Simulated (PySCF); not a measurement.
Job file and geometry (Å, from GFN2-xTB) of an NMR shielding run on SMILES CC#C[Si@@](F)([SiH3])CCl, C$_{4}$H$_{8}$ClFSi$_{2}$, PySCF 2.14.0, density-fitted response routines, GIAO PBE0/pcSseg-1 NMR shielding, non-relativistic, gas phase; density fitting, a coarse starting grid and PySCF grid level 2 are the driver's defaults:

```
{"job": {"kind": "nmr", "xc": "PBE0", "basis": "pcSseg-1"}, "charge": 0, "multiplicity": 1}
C     -3.276248    -1.217907     0.431067
C     -1.945181    -0.782635     0.083278
C     -0.830065    -0.435478    -0.218867
Si     0.856797     0.168740    -0.654272
F      1.037209    -0.199852    -2.233717
Si     1.333678     2.394998    -0.277763
C      2.113927    -1.029240     0.164809
Cl     2.399373    -0.557806     1.865439
H     -3.924195    -0.353242     0.572808
H     -3.249822    -1.797677     1.353359
H     -3.682095    -1.838625    -0.367250
H      0.562086     2.901849     0.858729
H      0.988506     3.209968    -1.446705
H      2.755981     2.608384     0.006343
H      1.769934    -2.061252     0.182429
H      3.082516    -1.001281    -0.331099
```

Question: Write the output of this run.

Answer: 
```
coarse grid: 15264 points
cycle   1  E = -1295.3949200228  dE =  6.346e-01  |g| = 6.460e-01  |ddm| = 3.962e+00
cycle   2  E = -1295.3332776245  dE =  6.164e-02  |g| = 9.217e-01  |ddm| = 1.415e+00
cycle   3  E = -1295.4763012498  dE = -1.430e-01  |g| = 1.081e-01  |ddm| = 8.643e-01
cycle   4  E = -1295.4784693097  dE = -2.168e-03  |g| = 3.570e-02  |ddm| = 1.391e-01
cycle   5  E = -1295.4786612218  dE = -1.919e-04  |g| = 2.368e-02  |ddm| = 4.845e-02
cycle   6  E = -1295.4787947611  dE = -1.335e-04  |g| = 4.362e-03  |ddm| = 1.891e-02
cycle   7  E = -1295.4787993961  dE = -4.635e-06  |g| = 9.653e-04  |ddm| = 5.502e-03
final grid: 135016 points
cycle   8  E = -1295.5302955905  dE = -3.077e-05  |g| = 6.128e-03  |ddm| = 3.949e-02
cycle   9  E = -1295.5302940002  dE =  1.590e-06  |g| = 6.365e-03  |ddm| = 1.281e-02
cycle  10  E = -1295.5303043359  dE = -1.034e-05  |g| = 1.055e-03  |ddm| = 6.468e-03
cycle  11  E = -1295.5303045524  dE = -2.165e-07  |g| = 3.716e-04  |ddm| = 1.192e-03
cycle  12  E = -1295.5303045800  dE = -2.754e-08  |g| = 1.536e-04  |ddm| = 3.585e-04
cycle  13  E = -1295.5303045858  dE = -5.768e-09  |g| = 2.916e-05  |ddm| = 1.399e-04
cycle  14  E = -1295.5303045860  dE = -1.992e-10  |g| = 7.048e-06  |ddm| = 3.156e-05
converged SCF energy = -1295.5303045860

GIAO shielding tensors (ppm)
atom      isotropic    diamagn.    paramagn.     s11        s22        s33       span
  0 C      181.079     251.920     -70.841    172.313    172.853    198.070     25.757
  1 C       70.962     274.853    -203.891    -23.740    -20.204    256.831    280.571
  2 C      101.353     259.245    -157.892     13.750     19.537    270.772    257.022
  3 Si     349.752     879.330    -529.578    288.391    372.587    388.278     99.886
  4 F      349.169     469.326    -120.156    324.893    352.566    370.049     45.156
  5 Si     465.329     880.455    -415.126    460.755    461.595    473.637     12.882
  6 C      149.832     254.640    -104.809    128.618    141.040    179.836     51.218
  7 Cl     966.832    1147.437    -180.605    871.741    924.225   1104.529    232.788
  8 H       29.595      28.224       1.371     24.471     27.990     36.324     11.853
  9 H       29.601      28.516       1.085     24.402     28.146     36.253     11.851
 10 H       29.559      26.974       2.585     24.501     27.683     36.493     11.992
 11 H       28.154      29.505      -1.351     24.903     26.542     33.018      8.115
 12 H       28.219      28.851      -0.633     24.899     25.749     34.009      9.110
 13 H       28.126      28.747      -0.621     24.246     26.894     33.238      8.992
 14 H       28.337      31.256      -2.919     23.591     27.006     34.415     10.823
 15 H       28.643      29.660      -1.017     23.158     27.732     35.041     11.883
```

Question: Turn these shieldings into chemical shifts. Scale: $^{13}$C (σ = 186.93 ppm), $^{29}$Si (σ = 349.16 ppm), $^{1}$H (σ = 31.72 ppm) vs TMS; CFCl3 for $^{19}$F (σ = 170.95 ppm); $^{35}$Cl (σ = 949.78 ppm) vs HCl (reference shieldings calculated alike).

Answer: Averaging equivalent atoms: C 1: 116.0; C 2: 85.6; C 6: 37.1; C 0: 5.8; Si 3: -0.6; Si 5: -116.2; F 4: -178.2; Cl 7: -17; H 11/12/13: 3.55; H 14: 3.38; H 15: 3.07; H 8/9/10: 2.13 ppm. Unscaled 19F shifts against computed CFCl3 carry errors that often reach 10 to 50 ppm.

Size and cost of the density-fitted run: 197 basis functions, 48 s wall time on 1 thread of an Arm Neoverse V1, shared host.
